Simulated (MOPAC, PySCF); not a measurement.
Isomers of C2HNO. All species are isolated molecules in the gas phase. Strings in code marks are SMILES.

Quantity: electronic energy of isomers of C2HNO relative to `N#CC=O`, in kcal/mol. Semi-empirical values (MOPAC) are differences of heats of formation.

Level 1: CAM-B3LYP-D3(BJ)/def2-TZVP (PySCF)
Level 2: PBE-D3(BJ)/def2-TZVP // CAM-B3LYP-D3(BJ)/def2-TZVP (PySCF)
Level 3: HF/6-31G* // CAM-B3LYP-D3(BJ)/def2-TZVP (PySCF)
Level 4: PM7 // CAM-B3LYP-D3(BJ)/def2-TZVP (MOPAC)

```
species    level 2  level 3  level 4
---------  -------  -------  -------
`N=C=C=O`     31.3     53.2     26.7
```

Task: What does level 1 give for each?

Result: 
- `N=C=C=O`: 39.6
